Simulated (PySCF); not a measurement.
## Computed properties of C2H9FOSi2, SMILES C[Si@H](O)[C@H](F)[SiH3]

C2H9FOSi2, SMILES C[Si@H](O)[C@H](F)[SiH3]. Geometry: r2SCAN-D4/def2-SVP. The structure was generated by enumeration; whether it is a known compound was not checked. The values are those of a single conformer. All values are computed for the isolated molecule unless a solvent is named; none is compared with measurement here.

**Structure.** All 39 harmonic modes at r2SCAN-D4/def2-SVP (PySCF) are real, so it is a minimum. With heavy atoms numbered as in [CH3:1][Si@H:2]([OH:3])[C@H:4]([F:5])[SiH3:6], the shortest bond between them is C4–F5 at 1.420 Å and the longest C4–Si6 at 1.900 Å.

**Vibrations.** The strongest infrared lines (harmonic, unscaled, degenerate partners summed) lie at 914 cm⁻¹ (232 km/mol, H 72 %, Si 16 %, C 8 %), 895 cm⁻¹ (226 km/mol, H 76 %, Si 16 %), 789 cm⁻¹ (170 km/mol, H 65 %, C 16 %, Si 13 %). The softest mode is at 39 cm⁻¹ and the zero-point energy is 64.8 kcal/mol.

**Electronic structure.** r2SCAN/def2-TZVP (PySCF) places the frontier levels at -7.03 and -0.38 eV, a gap of 6.65 eV, and gives a dipole moment of 2.01 D and a mean polarisability of 80.6 bohr³. PBE/def2-TZVP (PySCF) at the same geometry gives -6.73 and -0.76 eV, so its gap is 0.68 eV narrower. An orbital gap is neither the optical nor the fundamental gap.

**Excitations.** TDA-M06-2X/def2-SVPD (PySCF) has S1 at 7.10 eV (175 nm, f = 0.009, weak); the most intense of the 6 singlets computed lies at 7.87 eV (f = 0.05). T1 (TDA) is at 6.60 eV, 0.50 eV under S1. TDA-PBE/def2-SVPD (PySCF) puts S1 at 6.09 eV. No vertical singlet excitation falls in the visible range (under 3.1 eV).

**NMR.** GIAO shifts at PBE0/pcSseg-1 (PySCF) (non-relativistic, atoms alike by connectivity averaged): ¹³C from -1.7 to 84.3 ppm against TMS; ¹H from 0.7 to 5.5 ppm against TMS; ²⁹Si from -71.1 to 3.5 ppm against TMS; ¹⁹F at -308.1 ppm against CFCl3.

**Solvation.** SMD-B3LYP/def2-SVP (PySCF) gives -2.5 kcal/mol in water, -4.9 kcal/mol in dichloromethane, -3.9 kcal/mol in chlorobenzene (1 M in both phases, gas-phase geometry); of these solvents dichloromethane holds the molecule best.
